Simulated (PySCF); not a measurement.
## A PySCF run on TeH

State: ²Π (doublet), unpaired electrons π ↑.

An equivalent input (the run itself took its basis sets from the Basis Set Exchange, started from a PBE0 density and held the occupation σ 5α 5β, πx 3α 3β, πy 3α 2β, δx 1α 1β, δy 1α 1β):

```python
from pyscf import gto, scf, cc
mol = gto.M(atom='Te 0 0 0; H 0 0 1.661', basis={'Te': 'def2-TZVP', 'H': 'def2-TZVP'}, ecp={'Te': 'def2-TZVP'},
            charge=0, spin=1, verbose=4, symmetry='C2v')
mf = scf.UHF(mol)
mf.irrep_nelec = {'A1': (6, 6), 'A2': (1, 1), 'B1': (3, 3), 'B2': (3, 2)}
mf.conv_tol = 1e-9
mf.max_cycle = 60
mf.diis_space = 10
mf.kernel()
mycc = cc.CCSD(mf, frozen=[[0, 1, 2, 3, 51, 52, 53, 54, 55], [0, 1, 2, 3, 51, 52, 53, 54, 55]])
mycc.run(conv_tol=1e-7, conv_tol_normt=1e-5, max_cycle=80, diis_space=8)
et = mycc.ccsd_t()
```

The SCF ended at -267.57425442 hartree. The coupled-cluster part of the log:

```
******** <class 'pyscf.cc.uccsd.UCCSD'> ********
CC2 = 0
CCSD nocc = (9, 8), nmo = (47, 47)
frozen orbitals [[0, 1, 2, 3, 51, 52, 53, 54, 55], [0, 1, 2, 3, 51, 52, 53, 54, 55]]
max_cycle = 80
direct = 0
conv_tol = 1e-07
conv_tol_normt = 1e-05
diis_space = 8
diis_start_cycle = 0
diis_start_energy_diff = 1e+09
Init t2, MP2 energy = -0.437268068528861
Init E_corr(UCCSD) = -0.437268068575905
cycle = 1  E_corr(UCCSD) = -0.414828889715497  dE = 0.0224391789  norm(t1,t2) = 0.0650413
cycle = 2  E_corr(UCCSD) = -0.424405621663156  dE = -0.00957673195  norm(t1,t2) = 0.0181247
cycle = 3  E_corr(UCCSD) = -0.424830175438803  dE = -0.000424553776  norm(t1,t2) = 0.00795608
cycle = 4  E_corr(UCCSD) = -0.425619118930668  dE = -0.000788943492  norm(t1,t2) = 0.00235343
cycle = 5  E_corr(UCCSD) = -0.425561242491363  dE = 5.78764393e-05  norm(t1,t2) = 0.000647091
cycle = 6  E_corr(UCCSD) = -0.42554166439137  dE = 1.95781e-05  norm(t1,t2) = 0.000182445
cycle = 7  E_corr(UCCSD) = -0.425550890432199  dE = -9.22604083e-06  norm(t1,t2) = 8.16749e-05
cycle = 8  E_corr(UCCSD) = -0.425550635347406  dE = 2.55084793e-07  norm(t1,t2) = 2.72293e-05
cycle = 9  E_corr(UCCSD) = -0.425550050895783  dE = 5.84451623e-07  norm(t1,t2) = 7.00276e-06
cycle = 10  E_corr(UCCSD) = -0.425550314690216  dE = -2.63794433e-07  norm(t1,t2) = 2.37949e-06
cycle = 11  E_corr(UCCSD) = -0.425550247234434  dE = 6.74557816e-08  norm(t1,t2) = 9.27632e-07
UCCSD converged
E(UCCSD) = -267.9998046649744  E_corr = -0.4255502472344344
UCCSD(T) correction = -0.00792019916907543
```

T1 diagnostic 0.010, D1 0.037, 17 electrons correlated, 5 of the virtual orbitals (those above 20 hartree) left out.

Repeating this along the bond gives Re = 1.656 Å and ωe = 2147 cm⁻¹.

A point of this curve took 6 CPU seconds beside 0.2 for the integrals, on AMD EPYC 7R43 64-Core (shared host).

Correlated steps freeze 4 core orbitals. Spin–orbit coupling is left out. The state was picked by a PBE0 search and need not be the measured ground state.
